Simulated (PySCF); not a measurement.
C4H9FSi.

```xyz
15

C      1.3209    -1.3133     0.0000
C     -0.0663    -0.7042     0.0000
F     -0.9768    -1.7492     0.0000
C     -0.2974     0.2562    -1.1882
Si     0.0942     1.6824     0.0000
C     -0.2974     0.2562     1.1882
H      1.4546    -1.9399    -0.8939
H      1.4546    -1.9399     0.8939
H      2.0996    -0.5357     0.0000
H     -1.3737     0.2695    -1.4240
H      0.2681     0.0426    -2.1052
H      1.5181     2.1333     0.0000
H     -0.8013     2.8768     0.0000
H      0.2681     0.0426     2.1052
H     -1.3737     0.2695     1.4240
```

Coordinates come from a PBE0-D3(BJ)/def2-SVP optimisation. This is a generated structure with no PubChem entry under its InChIKey; it may be hypothetical.

Method: HF/pcSseg-1 run with PySCF. Non-relativistic, no solvent.

Q: Give the absolute GIAO shielding of each atom: isotropic value and principal components (ppm). (An estimate is asked for; the answer gives what the named calculation found.)

A: 
```tsv
atom	σ(iso)	σ11	σ22	σ33	span
C1	163.5	147.1	156.7	186.8	39.7
C2	108.8	85.3	86.3	154.7	69.3
F3	338.5	302.1	334.7	378.8	76.6
C4	168.1	150.3	153.7	200.4	50.1
Si5	442.0	403.3	442.6	480.0	76.6
C6	168.1	150.3	153.7	200.4	50.1
H7	30.1	26.1	27.7	36.6	10.6
H8	30.1	26.1	27.7	36.6	10.6
H9	30.5	26.3	29.9	35.5	9.2
H10	30.0	26.9	27.5	35.6	8.7
H11	30.4	26.3	27.8	37.2	10.8
H12	27.9	24.5	26.3	32.9	8.4
H13	27.6	24.1	24.9	33.8	9.7
H14	30.4	26.3	27.8	37.2	10.8
H15	30.0	26.9	27.5	35.6	8.7
```
